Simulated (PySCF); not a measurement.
Computed IR spectrum (relative IR intensity) of a molecule C₃H₄O₂Si. The structure is a stationary point at PBE-D3(BJ)/def2-SVP. The values are those of a single conformer. Calculation: PBE-D3(BJ)/def2-SVP in PySCF 2.14.0. Frequencies are harmonic and unscaled.

Lines under 2 % of the strongest are left out, and lines within 2 cm⁻¹ are merged.

ν (cm⁻¹): 350 (vw), 625 (w), 642 (vw), 709 (w), 838 (w), 892 (m), 908 (s), 936 (s), 1141 (w), 1676 (m), 1880 (vs), 2175 (m), 2193 (m) (against the strongest line: vs over 80 %, s over 45 %, m over 15 %, w over 4 %, vw less)

Q: Which molecule gave these data?
A. C#C[SiH2]OC=O
B. O=C1CC(=O)[SiH2]1
C. C=C1OC(=O)[SiH2]1
D. O=C1C=CO[SiH2]1

A: C, C=C1OC(=O)[SiH2]1
